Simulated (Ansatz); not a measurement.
Computed with Ansatz on PBE0-D4/def2-TZVP structures; ΔE is electronic, products minus reactants. CCSD(T)/CBS is the MP2 limit (def2-TZVPP, def2-QZVPP) plus CCSD(T) − MP2 in def2-TZVPP, frozen cores. def2 core potentials past Kr. For Sn outer-core shells are correlated without core-valence functions, which leaves a few kJ/mol of doubt a bond. One conformer a species, not always the lowest.

Reaction (ligand exchange at the Si–C bond): `O[SiH2]C(O)[SiH3]` + `[OH][Sn][Cl]` → `[SiH3][O][Sn][Cl]` + `OC[SiH2]O`

| species | CCSD/def2-TZVPP energy (Eh) |
| --- | --- |
| `O[SiH2]C(O)[SiH3]` | -771.21124 |
| `[OH][Sn][Cl]` | -749.17411 |
| `[SiH3][O][Sn][Cl]` | -1039.46712 |
| `OC[SiH2]O` | -480.96438 |

**Question.** Work out ΔE.

**Answer.** ΔE = (-1039.46712) + (-480.96438) − (-771.21124) − (-749.17411) = -0.04615 Eh = -121.2 kJ/mol. CCSD(T)/CBS gives -116.8 kJ/mol.

Largest T1 diagnostic among the species: 0.017.

In def2-TZVPP, CCSD(T) changes the Hartree–Fock value by +25.3 kJ/mol (the triples alone add +3.8 kJ/mol) and MP2 by +22.6 kJ/mol. From PBE to PBE0 (25 % exact exchange), in def2-TZVPP and without D4, ΔE moves by −7.3 kJ/mol.
